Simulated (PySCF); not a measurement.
selenium hexafluoride (F₆Se), SMILES F[Se](F)(F)(F)(F)F. Heavy atoms are numbered as in [F:1][Se:2]([F:3])([F:4])([F:5])([F:6])[F:7].

The structure is a stationary point at B3LYP-D3(BJ)/def2-SVP.

Computed with PBE0/pcSseg-1 (PySCF).

GIAO shieldings, no solvent; atoms alike by connectivity are averaged. δ = σ(ref) − σ: ¹⁹F against CFCl3 (σ = 167.2 ppm); ⁷⁷Se against Me2Se (σ = 1740.1 ppm), references at their B3LYP-D3(BJ)/def2-TZVP geometries, non-relativistic.

Computed chemical shifts:
```json
[
 {"nucleus": "¹⁹F", "atoms": "F1", "count": "6", "δ (ppm)": "107.9"},
 {"nucleus": "⁷⁷Se", "atoms": "Se2", "count": "1", "δ (ppm)": "738.7"}
]
```
